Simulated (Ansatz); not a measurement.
Steps of a relaxation of C4H8Ge (`C=[CH][GeH2][CH]=C`) with RKS PBE0-D4/def2-TZVP.

```sh
$ ansatz run in.yaml --threads 4 --pin off --events-out ev --progress --plain --max-ram 11315MiB
```

```yaml
crystal:
  periodic: [false, false, false]
  atoms:
    - {symbol: C, position_ang: [-1.343795, -1.410587, 0.530097]}
    - {symbol: C, position_ang: [-0.026662, -1.601264, 0.328099]}
    - {symbol: Ge, position_ang: [1.314106, -0.176072, 0.377378]}
    - {symbol: C, position_ang: [0.552004, 1.530096, -0.205124]}
    - {symbol: C, position_ang: [-0.497995, 1.647014, -1.039031]}
    - {symbol: H, position_ang: [-2.062925, -2.248302, 0.506779]}
    - {symbol: H, position_ang: [-1.767920, -0.411504, 0.730064]}
    - {symbol: H, position_ang: [0.337529, -2.626719, 0.132776]}
    - {symbol: H, position_ang: [1.877619, -0.007070, 1.818447]}
    - {symbol: H, position_ang: [2.508380, -0.578350, -0.535864]}
    - {symbol: H, position_ang: [1.035410, 2.449521, 0.173900]}
    - {symbol: H, position_ang: [-0.884083, 2.632579, -1.353963]}
    - {symbol: H, position_ang: [-1.021269, 0.765857, -1.448857]}
basis:
  gaussian: {orbitals: def2-TZVP}
hamiltonian: {xc: pbe0, dispersion: d4}
relax: {f_tol: 0.005, max_steps: 150}
```

Positions (Å) and forces (eV/Å) along the path, 6 of 6 steps:

```xyz
13
step=1 energy=-60784.2972 eV
C    -1.344   -1.411    0.530    0.465   -0.074   -0.071
C    -0.027   -1.601    0.328   -0.686   -0.183    0.065
Ge    1.314   -0.176    0.377   -0.037    0.006   -0.004
C     0.552    1.530   -0.205   -0.485    0.335   -0.390
C    -0.498    1.647   -1.039    0.369   -0.039    0.289
H    -2.063   -2.248    0.507    0.397    0.438    0.012
H    -1.768   -0.412    0.730    0.248   -0.531   -0.110
H     0.338   -2.627    0.133   -0.228    0.528    0.105
H     1.878   -0.007    1.818   -0.094   -0.025   -0.213
H     2.508   -0.578   -0.536   -0.185    0.062    0.127
H     1.035    2.450    0.174   -0.281   -0.464   -0.223
H    -0.884    2.633   -1.354    0.219   -0.522    0.180
H    -1.021    0.766   -1.449    0.299    0.467    0.231
13
step=2 energy=-60784.3543 eV
C    -1.331   -1.403    0.528    0.041   -0.010    0.000
C    -0.030   -1.594    0.324   -0.111   -0.068    0.008
Ge    1.302   -0.175    0.374   -0.027    0.005   -0.018
C     0.546    1.524   -0.204   -0.067    0.092   -0.058
C    -0.489    1.637   -1.032    0.032   -0.003    0.023
H    -2.042   -2.231    0.511    0.098    0.122   -0.002
H    -1.747   -0.415    0.726    0.052   -0.142   -0.026
H     0.325   -2.609    0.130   -0.050    0.153    0.029
H     1.856   -0.008    1.805   -0.005   -0.010   -0.021
H     2.483   -0.572   -0.536   -0.009    0.010    0.017
H     1.020    2.436    0.169   -0.076   -0.138   -0.049
H    -0.873    2.610   -1.342    0.057   -0.142    0.038
H    -1.001    0.764   -1.439    0.064    0.129    0.059
13
step=3 energy=-60784.3570 eV
C    -1.328   -1.399    0.532    0.000    0.010   -0.029
C    -0.031   -1.588    0.325    0.014   -0.010   -0.009
Ge    1.302   -0.174    0.373   -0.018    0.001    0.024
C     0.542    1.519   -0.204    0.001    0.002    0.020
C    -0.489    1.631   -1.033   -0.002   -0.009    0.006
H    -2.038   -2.221    0.500    0.000   -0.006    0.023
H    -1.742   -0.416    0.737   -0.006    0.006    0.004
H     0.322   -2.598    0.124   -0.002   -0.008   -0.007
H     1.858   -0.012    1.803    0.004    0.006    0.006
H     2.486   -0.567   -0.533   -0.005   -0.001   -0.006
H     1.008    2.427    0.173    0.019    0.008   -0.019
H    -0.865    2.600   -1.349   -0.012    0.006    0.011
H    -1.004    0.763   -1.433    0.009   -0.004   -0.024
13
step=4 energy=-60784.3568 eV rejected
C    -1.329   -1.399    0.527    0.000   -0.010    0.064
C    -0.032   -1.588    0.320    0.019    0.010   -0.012
Ge    1.300   -0.174    0.375    0.005    0.001   -0.024
C     0.542    1.519   -0.203    0.024   -0.009    0.004
C    -0.488    1.632   -1.032    0.007   -0.010   -0.022
H    -2.036   -2.224    0.518   -0.016   -0.008   -0.032
H    -1.743   -0.417    0.733   -0.013    0.025   -0.009
H     0.320   -2.598    0.123    0.010   -0.026    0.002
H     1.856   -0.012    1.804   -0.005   -0.001    0.004
H     2.482   -0.567   -0.533    0.008   -0.004   -0.002
H     1.012    2.426    0.170   -0.007    0.024    0.030
H    -0.872    2.601   -1.338   -0.001    0.021   -0.017
H    -0.990    0.765   -1.449   -0.030   -0.014    0.015
13
step=5 energy=-60784.3574 eV
C    -1.329   -1.400    0.531    0.000    0.002   -0.007
C    -0.031   -1.589    0.322    0.001   -0.003    0.001
Ge    1.300   -0.174    0.374   -0.002    0.000   -0.003
C     0.543    1.520   -0.203    0.003    0.003    0.000
C    -0.488    1.632   -1.033   -0.002   -0.004    0.003
H    -2.038   -2.223    0.510    0.001    0.002    0.002
H    -1.743   -0.416    0.732   -0.001   -0.002    0.004
H     0.321   -2.599    0.124    0.000    0.001    0.001
H     1.856   -0.012    1.804    0.000   -0.001    0.000
H     2.483   -0.568   -0.534    0.001    0.000    0.000
H     1.011    2.428    0.171   -0.002   -0.001    0.001
H    -0.869    2.602   -1.342    0.002   -0.001   -0.003
H    -0.997    0.764   -1.441   -0.001    0.003   -0.001
13
step=6 energy=-60784.3574 eV
C    -1.329   -1.399    0.530    0.002    0.001    0.004
C    -0.031   -1.589    0.322    0.000   -0.002   -0.001
Ge    1.300   -0.174    0.374   -0.001    0.000    0.000
C     0.543    1.520   -0.203    0.000    0.002    0.001
C    -0.488    1.632   -1.033    0.002   -0.003   -0.001
H    -2.038   -2.223    0.510   -0.001    0.001   -0.001
H    -1.743   -0.416    0.734   -0.001    0.000   -0.001
H     0.321   -2.599    0.124    0.000    0.000   -0.001
H     1.856   -0.012    1.804    0.000    0.000    0.000
H     2.483   -0.567   -0.534    0.000    0.000    0.000
H     1.010    2.428    0.172    0.000    0.000    0.000
H    -0.868    2.602   -1.343   -0.001    0.000    0.000
H    -0.997    0.764   -1.441   -0.001    0.001    0.000
```

It took 35 s on 4 threads of an Intel Xeon Platinum 8375C on a shared host, with 0.69 GiB of host memory at the peak.
